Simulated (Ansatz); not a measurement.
Stepwise reaction of `CO[Si]OC` with hydrogen, as a gas-phase model of exchange steps in deposition or etching. ΔE in kJ/mol; ΔG adds harmonic PBE0-D4 terms to CCSD(T)/CBS, at 1 bar.

Program: Ansatz. Geometries: PBE0-D4/def2-TZVP. ΔE: electronic, gas phase. CBS: MP2 limit from def2 TZ/QZ plus the TZ coupled-cluster correction, frozen cores. This one scheme is used for every species. DFT in def2-TZVPP. B3LYP here is the variant with VWN-RPA as its local correlation; programs differ in this. One conformer a species, not always the lowest.

```csv
step,reaction,PBE-D4,B3LYP-D4,ωB97M-V,CCSD(T)/CBS,ΔG(500 K)
1,`CO[Si]OC` + H₂ → `CO[SiH]` + CH₃OH,128.7,134.8,132.0,129.4,123.2
2,`CO[SiH]` + H₂ → `[SiH2]` + CH₃OH,131.0,132.0,129.4,126.3,117.5
```

Problem. By hand: ΔE of the 2 steps together at CCSD(T)/CBS.

Solution. (129.4) + (126.3) = 255.7 kJ/mol, or 127.8 kJ/mol a step.

In ΔE the steps differ by no more than 3.1 kJ/mol. All are uphill at CCSD(T)/CBS. ΔG lies between 117.5 and 123.2 kJ/mol a step. PBE-D4 differs from CCSD(T)/CBS by -0.7 to 4.7 kJ/mol a step. Isolated molecules leave out the surface, adducts and barriers. Largest T1 diagnostic: 0.015.
